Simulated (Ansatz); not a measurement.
SnH₃I⁺, that is SnIH3 with one electron fewer. The state is a doublet with charge 1. Geometry PBE-D4/def2-TZVP; atoms count from 1.

```
atom   x (Å)   y (Å)   z (Å)
 Sn1   0.317   0.165   0.235
  I2  -1.903  -0.659  -1.357
  H3   0.880  -1.458   0.336
  H4  -0.453   0.773   1.623
  H5   1.160   1.180  -0.837
```

In the def2 sets I, Sn take a core potential; there is no spin–orbit coupling.

(1) Estimate the Mulliken populations from the PBE0/def2-TZVP orbitals of Ansatz.

(2) Where does the spin sit?

(3) And the Mayer bond orders between heavy atoms (over 0.3)?

## Answers

(1) 
```
atom  charge (e)  spin (α − β)
 Sn1        0.36         -0.04
  I2        0.38          0.98
  H3        0.08          0.05
  H4        0.09          0.01
  H5        0.09          0.01
```
Mulliken values depend strongly on the basis.

(2) Summed by element: Sn -0.04, I 0.98, H 0.06, of 1 unpaired in all. Largest on single atoms: I2 0.98, H3 0.05, Sn1 -0.04.

(3) Sn1–I2 0.72 (2.85 Å).
